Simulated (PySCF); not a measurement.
B(F)(H)(SH) (BFH2S), SMILES FBS. Geometry: B3LYP-D3(BJ)/def2-TZVP. One conformer was computed; it need not be the lowest.

Computed equilibrium geometry at B3LYP-D3(BJ)/def2-TZVP (PySCF confirms it by a frequency run) as Cartesian coordinates in Å, and its point group (one conformer of several):
point group Cs.
```xyz
5

B     -0.5410    -0.6003     0.0000
F      0.2886    -1.6357     0.0000
H     -1.7146    -0.7912     0.0000
S      0.1764     1.0510     0.0000
H     -0.9995     1.6990     0.0000
```
Charge 0, spin multiplicity 1.
